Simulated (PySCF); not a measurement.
# One molecule, several mistakes: BH7N2Si

All numbers below are calculated, not measured. They come from PySCF 2.14.0, an open-source quantum chemistry program, on an isolated molecule that a program drew, which may never have been made. The molecule is BH7N2Si (charge 0, singlet), drawn as the SMILES string `B[SiH](N)N`.

Each row is a Hartree-Fock (HF) and frozen-core CCSD(T) single point in the cc-pV(D+d)Z basis, meant for a local HF minimum. Run 1 is clean. Each other run has one planted mistake out of seven kinds, and not every kind appears here: one electron removed, one electron added, multiplicity raised by two, geometry at a saddle point, minimal basis STO-3G, one bond length entered in bohr, all coordinates scaled. The reference is restricted for singlets and unrestricted otherwise, and also for a bond in bohr. Adding or removing an electron swaps singlet and doublet. Electrons count all cores. HOMO and LUMO are orbital energies over both spins, the gradient is its largest component, and the lowest frequency (negative if imaginary) is given only where the gradient is small. Bond lengths are over the 10 bonds as drawn. T1 is the CCSD diagnostic: over 0.02 (restricted) or 0.045 (unrestricted) a single reference is doubtful.

Geometry of the clean run:
```xyz
11
BH7N2Si, angstrom
B    -0.7756    1.1059    0.7576
Si    0.7723    1.8388   -0.3483
N     2.2682    2.1973    0.4358
N     1.1321    0.6470   -1.5412
H    -1.7239    0.5844    0.2291
H    -0.8238    1.1975    1.9563
H     0.3168    3.1681   -0.8588
H     2.3569    3.0734    0.9158
H     2.7360    1.4747    0.9513
H     1.8795    0.8207   -2.1884
H     0.3808    0.1645   -1.9975
```

| run | electrons | basis functions | <S^2> | HOMO (eV) | LUMO (eV) | gradient (hartree/bohr) | lowest frequency (cm^-1) | mean bond (Å) | longest bond (Å) | T1 | HF (hartree) | CCSD(T) (hartree) | mistake |
|---|---|---|---|---|---|---|---|---|---|---|---|---|---|
| 1 | 40 | 100 | 0.000 | -9.86 | 1.73 | 2.1e-05 | 112 | 1.3405 | 2.039 | 0.0104 | -426.62299 | -427.21333 | no fault |
| 2 | 40 | 100 | 0.000 | -9.86 | 1.77 | 1.3e-02 | - | 1.3217 | 2.010 | 0.0102 | -426.62087 | -427.20868 | all coordinates scaled |
| 3 | 41 | 100 | 0.760 | -0.18 | 8.74 | 5.7e-02 | - | 1.3405 | 2.039 | 0.0109 | -426.59231 | -427.20197 | one electron added |
| 4 | 40 | 100 | 0.649 | -9.20 | 1.25 | 2.5e-02 | - | 1.4475 | 2.274 | 0.0555 | -426.50554 | -427.09637 | one bond length entered in bohr |
| 5 | 39 | 100 | 0.770 | -15.36 | -6.25 | 7.5e-02 | - | 1.3405 | 2.039 | 0.0628 | -426.32314 | -426.88644 | ? |
| 6 | 40 | 100 | 2.016 | -7.30 | -0.62 | 4.3e-02 | - | 1.3405 | 2.039 | 0.0223 | -426.51743 | -427.10623 | ? |

**Which mistake was planted in run 5, and what did it cost?**

It counts 39 electrons, one fewer than the clean run, at the same geometry and basis. So the mistake is: one electron removed. Subtracting run 1 and multiplying by 627.51 kcal/mol a hartree, the energy moved by 188.2 kcal/mol in HF and 205.1 kcal/mol in CCSD(T).

**Which mistake was planted in run 6, and what did it cost?**

Electrons, basis and geometry are unchanged, and <S^2> is 2.016, beside S(S+1) = 2.00 for a multiplicity of 3. So the mistake is: multiplicity raised by two. Subtracting run 1 and multiplying by 627.51 kcal/mol a hartree, the energy moved by 66.2 kcal/mol in HF and 67.2 kcal/mol in CCSD(T).

Cautions from the logs. Run 3: the added electron raises the CCSD(T) energy, so it isn't bound in this basis; run 4: T1 is over the limit, so its CCSD(T) energy is less reliable; run 5: T1 is over the limit, so its CCSD(T) energy is less reliable.
